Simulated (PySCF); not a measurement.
Task: Give a PBE/6-31+G* geometry of fluorobenzene (`Fc1ccccc1`).

Result: 
```xyz
12
C6H5F angstrom
F     -2.2788   -1.6218    0.0785
C     -1.1318   -0.8761    0.0692
C      0.0993   -1.5376    0.0440
C      1.2714   -0.7631    0.0351
C      1.1999    0.6401    0.0514
C     -0.0536    1.2744    0.0763
C     -1.2371    0.5175    0.0856
H      0.1296   -2.6309    0.0318
H      2.2452   -1.2638    0.0157
H      2.1176    1.2370    0.0447
H     -0.1160    2.3678    0.0889
H     -2.2239    0.9890    0.1049
```

Any rigid rotation of these coordinates is as good. Atoms count from 1 in this order. The 6-membered ring C2–C3–C4–C5–C6–C7 has internal angles of 118.3° to 122.6° (sum 720°, against 720° for a flat polygon); it is planar, 0.00 Å rms from its mean plane, widest ring torsion 0°. The 7 heavy atoms lie in one plane (0.000 Å rms).

Bonds between heavy atoms (Å): F1–C2 1.368, C2–C3 1.398, C3–C4 1.405, C4–C5 1.405, C5–C6 1.405, C6–C7 1.405, C2–C7 1.398.

Method: PBE/6-31+G* geometry optimisation, gas phase (PySCF 2.14.0).

Point group: C2v (every atom within 0.08 Å of its image). Whether it is a minimum is left open (no frequencies).
